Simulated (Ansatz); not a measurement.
Start from `CC[Si]OC` and change one atom or group to get `CO[SiH]`.

Ansatz, PBE0-D4/def2-TZVP geometries, multiplicity 1. Each molecule was computed in one conformer, which needn't be the lowest.

```
                                        property  `CC[Si]OC`
             HOMO energy (B3LYP/def2-TZVPP) / eV       -5.83
             HOMO–LUMO gap (PBE/def2-TZVPP) / eV        2.59
           LUMO energy (ωB97M-V/def2-TZVPP) / eV        0.42
               HOMO energy (PBE/def2-TZVPP) / eV       -4.94
size of the dipole moment (B3LYP/def2-TZVPP) / D        2.27
              HOMO energy (PBE0/def2-TZVPP) / eV       -6.00
```

Q: Give the same properties after the change, and the shifts. (Estimate.)

A: Ansatz gave: 
```csv
property,`CO[SiH]`,shift
HOMO energy (B3LYP/def2-TZVPP) / eV,-6.36,-0.53
HOMO–LUMO gap (PBE/def2-TZVPP) / eV,2.65,0.06
LUMO energy (ωB97M-V/def2-TZVPP) / eV,0.04,-0.38
HOMO energy (PBE/def2-TZVPP) / eV,-5.45,-0.51
size of the dipole moment (B3LYP/def2-TZVPP) / D,1.58,-0.69
HOMO energy (PBE0/def2-TZVPP) / eV,-6.53,-0.53
```

With PBE0 the HOMO falls by 0.53 eV and the LUMO falls by 0.43 eV, so the gap widens by about 0.10 eV. PBE moves the HOMO by -0.51 eV and ωB97M-V by -0.53 eV. The zero-point energy changes by -152.6 kJ/mol with -18 modes. Dipoles are sizes alone; their direction can turn.

B3LYP here is the variant with VWN-RPA as its local correlation; programs differ in this.
